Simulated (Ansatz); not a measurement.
`[AlH2][SiH2][SiH2]Cl`. The species carries charge 0 and has multiplicity 1.

Z-matrix (Å, degrees):
```
Al
Cl 1 2.531
Si 1 2.475 2 85.1
H 1 1.586 2 100.5 3 -117.5
H 1 1.587 2 100.4 3 116.6
Si 2 2.160 1 89.8 3 -3.0
H 3 1.489 1 121.2 2 112.0
H 3 1.490 1 120.4 2 -105.9
H 6 1.484 2 102.8 1 127.3
H 6 1.484 2 102.9 1 -119.5
```

Give the diagnostics of a CCSD(T)/def2-TZVPP run (frozen core, Ansatz). (Estimate.)

Computed: T1 = 0.0123, largest single amplitude 0.017, largest double 0.027, (T) share of the correlation energy 3.8 %, 9 CCSD cycles. The RHF solution is stable towards an unrestricted one. T1 lies under the customary mark of 0.02 for closed shells.
